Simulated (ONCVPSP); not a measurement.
Before and after: ONCV potential for cerium (Ce)

| Item | Value |
| --- | --- |
| Element | Ce |
| Generator | ONCVPSP 4.0.1 |
| Type | optimised norm-conserving Vanderbilt (ONCV) |
| Functional | PBE |
| Relativity | scalar-relativistic |
| Frozen core | [Kr] 4d10 4f1 |
| Valence charge | 11 |
| Reference configuration | 5s2 5p6 5d1 6s1.5 (charge +0.5) |
| Partial waves | 5s+6s: rc 2.55 bohr, ncon 4, nbas 8, qcut 3.9 1/bohr, 2 projectors; 5p: rc 2.70 bohr, ncon 4, nbas 8, qcut 5.2 1/bohr, 3 projectors, debl 2 Ha; 5d: rc 3.80 bohr, ncon 5, nbas 10, qcut 4 1/bohr, 1 projector |
| Local potential | polynomial inside 1.60 bohr (lpopt 5, dvloc0 0 Ha) |
| Core correction | Teter function, fcfact 3.25, rcfact 1.2 |

Change: p: qcut 3.

Cutoffs: the cutoffs (Ha) at which the residual kinetic energy of the hardest occupied pseudo-wave falls to 1 and 0.1 mHa per electron; they do not see the model core or the augmentation charge, which bear on the density cutoff. Errors are all-electron minus pseudo energies relative to the spin-unpolarised reference configuration.

Task: How do hardness, ghosts and transferability respond?

Result: The potential gets harder (5.7 Ha and 8.0 Ha → 5.9 Ha and 22 Ha); the errors of the 3 common tests hardly move; neither file shows a bound ghost.

```tsv
quantity	base	changed
cutoff, loose	5.7 Ha	5.9 Ha
cutoff, tight	8.0 Ha	22 Ha
loose cutoff by channel	s 5.7 Ha, p 5.1 Ha, d 5.3 Ha	s 5.7 Ha, p 5.9 Ha, d 5.3 Ha
bound ghosts	none	none
GHOST(+) flags under 300 eV	s at 30.9 eV, p at 203.2 eV	s at 30.9 eV, p at 195.7 eV
tests counted as reliable (solved cleanly; for ONCVPSP, near-neutral configurations with less than one 5d electron left out)	3 of 4	3 of 4
error for 5s2 5p6 5d1 6s2, meV [ΔE -2.44 eV]	+0.4	+0.4
error for 5s2 5p6 5d1 6s1, meV [ΔE 3.63 eV]	-0.9	-0.9
error for 5s2 5p6 5d1 6s0, meV [ΔE 14.71 eV]	-6.0	-6.6
s: phases at 2.58 bohr within 0.05 rad from the reference energy up to (Ha; the scan ends near 5)	0.9	0.9
p: phases at 2.74 bohr within 0.05 rad from the reference energy up to (Ha; the scan ends near 5)	4.7	4.6
d: phases at 3.86 bohr within 0.05 rad from the reference energy up to (Ha; the scan ends near 5)	2.1	2.1
rms error of d²Exc/dni dnj with the model core, mHa	0.53	0.56
```
